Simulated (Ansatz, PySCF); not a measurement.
Si(H)2(Me)(NCO) (C2H5NOSi), SMILES C[SiH2]N=C=O. Atoms are numbered in the order given.

```xyz
10

Si    -0.6017    -1.0956     0.0000
C      0.9568    -2.1252     0.0000
N     -0.1801     0.5856     0.0000
C      0.0681     1.7561     0.0000
O      0.3176     2.8999     0.0000
H     -1.4231    -1.3628    -1.2134
H     -1.4231    -1.3628     1.2134
H      0.7103    -3.1993     0.0000
H      1.5652    -1.9106    -0.8926
H      1.5652    -1.9106     0.8926
```

Geometry optimised at ωB97X-D3(BJ)/def2-SVP. The values are those of a single conformer.

Vertical ionisation energy (IE) and electron affinity (EA) in eV. Rows of orbital energies are one-electron estimates. Where ΔSCF, EOM or ADC give a negative EA the extra electron is unbound and the value depends on the basis.

| level | IE | EA |
|---|---|---|
| −ε(HOMO), −ε(LUMO), CAM-B3LYP/def2-TZVP (PySCF) | 9.83 | -1.32 |
| −ε(HOMO), −ε(LUMO), PBE/def2-TZVP (PySCF) | 7.10 | 0.47 |
| ΔSCF, CAM-B3LYP/def2-SVPD (Ansatz), final states of multiplicity 2 and 2 | ___ | ___ |
| ΔSCF, PBE/def2-SVPD (Ansatz), final states of multiplicity 2 and 2 | 10.17 | -1.23 |

Fill in the missing entries. (Estimate from the structure and the level; the computed values follow.)


- ΔSCF, CAM-B3LYP/def2-SVPD (Ansatz, an electronic-structure program), final states of multiplicity 2 and 2, IE: 10.79
- ΔSCF, CAM-B3LYP/def2-SVPD (Ansatz), final states of multiplicity 2 and 2, EA: -1.49

What vertical singlet–triplet gap does ΔSCF give with CAM-B3LYP/def2-SVPD (Ansatz) and with PBE/def2-SVPD (Ansatz)? (An estimate is asked for; the answer gives what the named calculation found.)

6.74 and 6.34 eV (triplet above singlet where positive).
